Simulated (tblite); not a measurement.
C6H8F (charge +1).
SMILES with atom numbers: `[CH3:1][c+:2]1[cH:3][c:4]1[C@H:5]([CH3:6])[F:7]` (hydrogens: H8, H9, H10 on C1; H11 on C3; H12 on C5; H13, H14, H15 on C6)
Bond orders are those of one Lewis drawing.

Computed with GFN2-xTB (tblite), gas phase: Langevin dynamics at 300 K from the optimised GFN2-xTB geometry, time step 0.5 fs, friction 0.01 fs⁻¹, 2000 steps.

Start geometry:
```
atom  x, y, z in Å
C1     -2.550   -0.200   -0.459
C2     -1.367    0.357    0.116
C3     -0.671    1.408    0.683
C4     -0.032    0.199    0.529
C5      1.144   -0.652    0.641
C6      2.385   -0.020    0.003
F7      0.868   -1.864    0.068
H8     -3.341    0.538   -0.580
H9     -2.902   -1.021    0.176
H10    -2.312   -0.674   -1.416
H11    -0.630    2.423    1.009
H12     1.333   -0.846    1.712
H13     3.212   -0.719    0.098
H14     2.217    0.174   -1.054
H15     2.641    0.905    0.510
```

The statistics below take the 31 frames saved every 25 fs from 250 to 1000 fs; their kinetic temperature (all 3N coordinates) averages 295 K.

**Question.** How do the bond lengths spread?

**Answer.** 
```tsv
bond	start (Å)	mean (Å)	standard deviation (Å)	shortest (Å)	longest (Å)
C1–C2	1.429	1.436	0.025	1.385	1.512
C2–C3	1.382	1.387	0.026	1.341	1.453
C3–C4	1.376	1.379	0.022	1.329	1.410
C4–C5	1.455	1.466	0.032	1.406	1.526
C5–C6	1.532	1.534	0.030	1.475	1.595
C5–F7	1.369	1.380	0.051	1.302	1.521
C2–C4	1.407	1.408	0.029	1.363	1.480
C1–H8	1.088	1.101	0.054	1.004	1.210
C1–H9	1.096	1.098	0.028	1.052	1.156
C1–H10	1.094	1.095	0.025	1.041	1.152
C3–H11	1.067	1.072	0.025	1.026	1.110
C5–H12	1.105	1.114	0.034	1.065	1.210
C6–H13	1.087	1.088	0.030	1.026	1.134
C6–H14	1.087	1.094	0.026	1.037	1.146
C6–H15	1.085	1.089	0.035	1.032	1.164
```

**Question.** Give the same statistics for bond angles, one of each kind among heavy atoms.

**Answer.** 
```json
{"angle": "C1–C2–C3", "start (°)": "151.5", "mean (°)": "150.3", "standard deviation (°)": "5.3", "smallest (°)": "140.1", "largest (°)": "163.0"}
{"angle": "C1–C2–C4", "start (°)": "149.3", "mean (°)": "149.5", "standard deviation (°)": "5.4", "smallest (°)": "136.1", "largest (°)": "158.0"}
{"angle": "C3–C2–C4", "start (°)": "59.1", "mean (°)": "59.1", "standard deviation (°)": "1.3", "smallest (°)": "56.4", "largest (°)": "61.3"}
{"angle": "C2–C3–C4", "start (°)": "61.3", "mean (°)": "61.2", "standard deviation (°)": "1.7", "smallest (°)": "58.7", "largest (°)": "64.7"}
{"angle": "C3–C4–C5", "start (°)": "151.7", "mean (°)": "151.0", "standard deviation (°)": "7.6", "smallest (°)": "138.1", "largest (°)": "167.6"}
{"angle": "C2–C4–C3", "start (°)": "59.5", "mean (°)": "59.7", "standard deviation (°)": "1.3", "smallest (°)": "56.0", "largest (°)": "62.2"}
{"angle": "C2–C4–C5", "start (°)": "148.8", "mean (°)": "148.2", "standard deviation (°)": "7.4", "smallest (°)": "132.3", "largest (°)": "161.8"}
{"angle": "C4–C5–C6", "start (°)": "112.4", "mean (°)": "112.8", "standard deviation (°)": "4.6", "smallest (°)": "105.7", "largest (°)": "124.6"}
{"angle": "C4–C5–F7", "start (°)": "108.8", "mean (°)": "108.5", "standard deviation (°)": "4.0", "smallest (°)": "100.5", "largest (°)": "119.4"}
{"angle": "C6–C5–F7", "start (°)": "110.7", "mean (°)": "110.3", "standard deviation (°)": "2.9", "smallest (°)": "103.2", "largest (°)": "115.8"}
```

**Question.** How widely does the potential energy scatter, against a harmonic estimate?

**Answer.** Mean 0.50 eV above the start, standard deviation 0.120 eV, range 0.27 to 0.78 eV. For 39 classical harmonic modes at 300 K the canonical values are 39kT/2 = 0.50 eV and kT·√(39/2) = 0.114 eV.

The run is classical and short, so these are rough statistics of one trajectory.

What follows is the cost of the whole dynamics run. Time: 9.6 s; peak memory 0.18 GiB. Hardware: one thread of an Arm Neoverse V1, shared host.
